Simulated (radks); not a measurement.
Spherical quantum dot in the effective-mass picture: electrons in a hard-walled sphere of radius 8.34, with a point charge +1 (a donor) at the centre, all in effective atomic units (hartree* = m*/eps^2 hartree, bohr* = eps/m* bohr), one dielectric constant everywhere. Method: non-relativistic Kohn-Sham, LDA (Slater exchange, Perdew-Wang correlation), spin-polarised, spherical densities; computed with a radial shooting solver with Libxc functionals. Levels are named by radial order and angular momentum (1s, 1p, 1d, 2s, ...), and open shells are averaged over m. Results are scaled to m* = 0.407 and eps = 10.7, for which hartree* = 96.73 meV and bohr* = 1.391 nm.

N = 7, configuration 1s2 1p(up 3, down 2). This is the lowest configuration that the search found. Occupied and some empty levels:

level,occupation,eigenvalue (meV),<r> (nm)
1s down,1,85.192,4.261
1s up,1,85.375,4.948
1p up,3,92.679,7.770
1p down,2,93.667,7.762
2s down,0,94.684,5.964
2s up,0,94.839,5.370
1d up,0,99.617,8.130
1d down,0,100.62,8.133
1f up,0,108.79,8.396
1f down,0,109.79,8.402

Energy (meV): total 239.864, kinetic 119.35, external -199.65, Hartree 428.71, exchange-correlation -108.55.

Electron density:

r (nm),n(r) (e/nm^3)
0.292,0.06003
0.872,0.02676
1.45,0.01259
2.03,0.006392
2.61,0.003596
3.19,0.002320
3.77,0.001752
4.35,0.001538
4.93,0.001510
5.51,0.001579
6.09,0.001685
6.67,0.001777
7.25,0.001808
7.82,0.001737
8.40,0.001539
8.98,0.001225
9.56,0.0008406
10.1,0.0004629
10.7,0.0001707
11.3,0.00001944
